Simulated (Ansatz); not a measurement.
Species: ReF4, net charge 0, quartet state. The spin state was set by rule; other spins were not relaxed. 
Coordinates optimised at B3LYP-D3(BJ)/def2-TZVP (Ansatz, an electronic-structure program):
SMILES: [F][Re]([F])([F])[F]
```xyz
5

Re     0.0000     0.0000     0.0000
F      0.9687    -0.6345    -1.4625
F     -0.9687     0.6345     1.4625
F      0.0966     1.7315    -0.6873
F     -0.0966    -1.7315     0.6873
```
Charge 0, spin multiplicity 4.

Total electronic energies in hartree. Cores are frozen in the correlated levels unless marked. UHF or UKS for open shells. Spin-orbit coupling is left out. The frozen core is the preceding noble-gas configuration, with the filled d and f shells of earlier blocks. In def2 rows, elements after Kr have scalar-relativistic effective core potentials. CBS(X,Y): correlation extrapolated as X^-3; Hartree-Fock from the larger set. The bracket is a focal-point correction in the basis named.

| level | program | energy (Eh) |
|---|---|---|
| HF/def2-TZVPP | Ansatz | -475.59257 |
| B3LYP-D3(BJ)/def2-TZVPD | Ansatz + dftd3 | -477.98784 |
| LC-wPBE-D4/def2-TZVPD | Ansatz + dftd4 | -477.76929 |
| B2GP-PLYP/def2-TZVPD | Ansatz | -477.42396 |
| RPA@PBE/def2-TZVPP | Ansatz | -477.31404 |
| MP2/def2-SVP | Ansatz | -475.97002 |
| CCSD(T)/def2-SVP | Ansatz | -475.99118 |
| RI-MP2/CBS(def2-TZVPP,def2-QZVPP)+[CCSD(T)-MP2]/def2-SVP | Ansatz | -477.0394 |
| RI-MP2/CBS(def2-TZVPP,def2-QZVPP)+[CCSD(T)-MP2]/def2-TZVPP | Ansatz | -477.0512 |

Totals of different functionals don't rank their quality; only differences between species are comparable.
